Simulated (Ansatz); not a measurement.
`[SeH]C1BO1` + H₂S → `SC1BO1` + H₂Se at 500 K and 1 bar (substitution at a C–Se bond).

Computed with Ansatz on PBE0-D4/def2-TZVP structures; ΔE is electronic, products minus reactants. CCSD(T)/CBS adds triple-zeta CCSD(T) − MP2 to the extrapolated MP2 energy (def2 sets, frozen cores). This one scheme is used for every species. For Se outer-core shells are correlated without core-valence functions, which leaves a few kJ/mol of doubt a bond. Scalar relativity is left out up to krypton. Each species was taken in one conformer, which may not be the lowest.

| species | CCSD(T)/CBS energy (Eh) | H − E (kJ/mol) | S (J/(mol·K)) |
| --- | --- | --- | --- |
| `[SeH]C1BO1` | -2540.50305 | 139.2 | 347.5 |
| H₂S | -398.97279 | 57.0 | 224.0 |
| `SC1BO1` | -537.57727 | 142.1 | 332.1 |
| H₂Se | -2401.89790 | 53.1 | 237.8 |

H − E and S are ideal-gas, rigid-rotor, harmonic terms from PBE0-D4/def2-TZVP, for one conformer and one mirror image of each species. 1 Eh = 2625.50 kJ/mol, R = 8.31446 J/(mol·K).

Problem. By hand: ΔE, ΔH, ΔS and ΔG.

Solution. ΔE = (-537.57727) + (-2401.89790) − (-2540.50305) − (-398.97279) = 0.00067 Eh = 1.8 kJ/mol. Δ(H − E) = 142.1 + 53.1 − 139.2 − 57.0 = -1.0, so ΔH = 0.8 kJ/mol. ΔS = 332.1 + 237.8 − 347.5 − 224.0 = -1.6 J/(mol·K). ΔG = 0.8 − 500 × (-1.6)/1000 = 1.6 kJ/mol.

Problem. By hand: the equilibrium constant, and the temperature at which ΔG would vanish if ΔH and ΔS stayed fixed.

Solution. log₁₀ K = −ΔG/(RT ln 10) = -0.2. ΔH and −TΔS have one sign here, so there is no such temperature.

TΔS isn't small against ΔH here. The sign of ΔG lies within the doubt. A doubt of 5 kJ/mol in ΔE shifts log₁₀ K by 0.5 here. Other conformers and mirror images would add mixing entropy, several J/(mol·K) or more a flexible species. These are equilibria of isolated gas molecules and say nothing of rates. Largest T1 diagnostic: 0.016 (customary marks: 0.02 for closed shells, 0.045 for open ones).

ΔS is within the doubt of such terms, so its sign, and with it that verdict, could turn.
